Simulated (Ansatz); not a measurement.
CH$_{4}$F$_{2}$SSn (`C[S][SnH]([F])[F]`), relaxed with RKS PBE-D4/def2-SVP in Ansatz 0.2.0 from a rough embedded geometry. The force threshold is 0.03 eV/Å; the program also tests the step.

Total charge 0; spin multiplicity 1. Sn takes the def2 core potential.

Start:

```xyz
9

C     0.304    1.210    0.960
S    -0.463   -0.366    1.429
Sn   -0.333   -1.199   -0.833
F    -1.394   -0.046   -2.035
F     1.495   -1.319   -1.424
H     1.368    0.986    0.612
H    -0.275    1.736    0.248
H     0.418    1.785    1.914
H    -1.120   -2.787   -0.871
```

```tsv
step	energy (eV)	largest force (eV/Å)	largest move (Å)
1	-23184.5583	2.355	0.000
2	-23184.8118	0.604	0.191
3	-23184.8441	0.259	0.046
4	-23184.8474	0.076	0.017
5	-23184.8478	0.033	0.010
6	-23184.8479	0.015	0.011
```

End:

```xyz
9

C     0.355    1.233    0.981
S    -0.470   -0.353    1.439
Sn   -0.445   -1.326   -0.759
F    -1.287   -0.051   -1.981
F     1.399   -1.269   -1.409
H     1.373    1.052    0.587
H    -0.248    1.795    0.244
H     0.424    1.816    1.918
H    -1.101   -2.896   -1.020
```

Hardware: 2 threads of an AMD EPYC 7R13 on a shared host. Wall time 11 s, peak host memory 0.48 GiB.
